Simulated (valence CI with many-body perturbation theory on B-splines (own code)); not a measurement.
Values are calculated unless marked as measured or tabulated.
# Assign the levels of Br²¹⁺

Method: relativistic CI+MBPT: four valence electrons over a frozen Dirac-Fock core [Ne], radial functions for each j: 11 s, 11 p, 9 d, 7 f, 5 g, 2 h, 1 i, with the one-electron correlation potential Σ1, the two-electron term Σ2, the three-electron term Σ3, Breit, model QED; selected CI, second order for the rest (own B-spline code, finite nucleus).

No measured levels were compared; by estimate levels of excited configurations hold to 0.05 to 0.15 % of their energy, terms of the ground configuration to about 0.5 %.

```csv
No.,J,Parity,E (eV),g
2,1,even,7.197,1.499
6,2,odd,54.041,1.944
7,1,odd,66.896,0.677
9,3,odd,70.526,1.331
12,1,odd,78.855,1.362
15,2,odd,92.161,0.722
16,3,odd,95.374,1.089
17,4,odd,101.945,1.249
```

Energies count from the lowest level. Strongly mixed levels and levels close to another of their J and parity, and those with J = 0 are left out, so the numbers can have gaps.

**Question.** Give configuration and LS term of each level.

**Answer.** 2: 3s2 3p2 3P; 6: 3s 3p3 5S°; 7: 3s 3p3 3D°; 9: 3s 3p3 3D°; 12: 3s 3p3 3P°; 15: 3s2 3p 3d 3F°; 16: 3s2 3p 3d 3F°; 17: 3s2 3p 3d 3F°.
